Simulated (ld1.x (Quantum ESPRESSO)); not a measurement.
**Ranking TM potentials for Al**

All share these settings but for the change named:

```json
{
 "Element": "Al (Z = 13)",
 "Generator": "ld1.x (Quantum ESPRESSO) 7.5",
 "Type": "norm-conserving Troullier–Martins (Kleinman–Bylander form)",
 "Functional": "PBE",
 "Relativity": "scalar-relativistic",
 "Frozen core": "[Ne]",
 "Valence charge": "3",
 "Reference configuration": "3s2 3p0 (charge +1)",
 "Partial waves": "3s (bound): rc 1.75 bohr; 3p (bound, empty): rc 2.05 bohr; 3d channel at 0.15 Ry: rc 2.05 bohr",
 "Local potential": "all-electron potential smoothed inside 1.30 bohr (lloc = -1)",
 "Core correction": "Bessel-smoothed model core, default radius (core density twice the valence density)"
}
```

Test errors are all-electron minus pseudo excitation energies from the reference, over 3s2 3p1; 3s1 3p0; 3s2 3p0.5; 3s1 3p2; 3s2 3p1.3; 3s0 3p3; 3s1 3p1. None of these files shows a bound ghost.

The base gives 10.3 meV.

Of 8 variants that were run, those that failed, showed a ghost or another fault, or gave nearly equal values are left out.

A variant can come out equal or close to the base, since the largest error may sit in a test that the change hardly touches while other tests move.

(1) Rank these variants by their largest absolute test error, smallest first.
A. all radii but the core radius scaled by about 1.22 (s 2.12, p 2.50, d 2.50 bohr); local potential all-electron potential smoothed inside 1.58 bohr (lloc = -1)
B. all radii but the core radius scaled by about 1.05 (s 1.84, p 2.14, d 2.14 bohr); local potential all-electron potential smoothed inside 1.36 bohr (lloc = -1)
C. all radii but the core radius scaled by about 1.29 (s 2.24, p 2.64, d 2.64 bohr); local potential all-electron potential smoothed inside 1.66 bohr (lloc = -1)
D. all radii but the core radius scaled by about 1.38 (s 2.42, p 2.82, d 2.82 bohr); local potential all-electron potential smoothed inside 1.80 bohr (lloc = -1)
E. all radii but the core radius scaled by about 0.94 (s 1.64, p 1.92, d 1.92 bohr); local potential all-electron potential smoothed inside 1.22 bohr (lloc = -1)

## Answers

(1) B (10.9 meV), E (12.8 meV), A (18.1 meV), C (23.2 meV), D (35.3 meV).
